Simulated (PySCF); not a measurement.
**Ba+: excitation energy**

Ba+ [Xe] 6s1 (2S) → Ba+ [Xe] 6p1 (2P), as a difference of total energies. All numbers are calculated (PySCF 2.14, a scalar-relativistic core potential, in def2-QZVPPD with the def2 core potential (46 electrons) (7s5p3d2f1g, 60 functions)). Correlated levels: valence and next inner shell: nothing frozen outside the core potential. The calculations carry no spin-orbit coupling.

| method | excitation energy (eV) |
| --- | --- |
| UHF | 2.389 |
| MP2 (valence and next inner shell) | 2.621 |
| SCS-MP2 (valence and next inner shell) | 2.571 |
| CCSD (valence and next inner shell) | 2.589 |
| CCSD(T) (valence and next inner shell) | 2.605 |

**Question.** How much does correlation contribute at CCSD(T) (valence and next inner shell)?

**Answer.** 2.605 − (2.389) = 0.216 eV, measured against UHF.

Errors of the correlated levels include the incompleteness of this basis.

For comparison: 2.652 eV (measured; NIST levels, between the centres of gravity of the two terms).
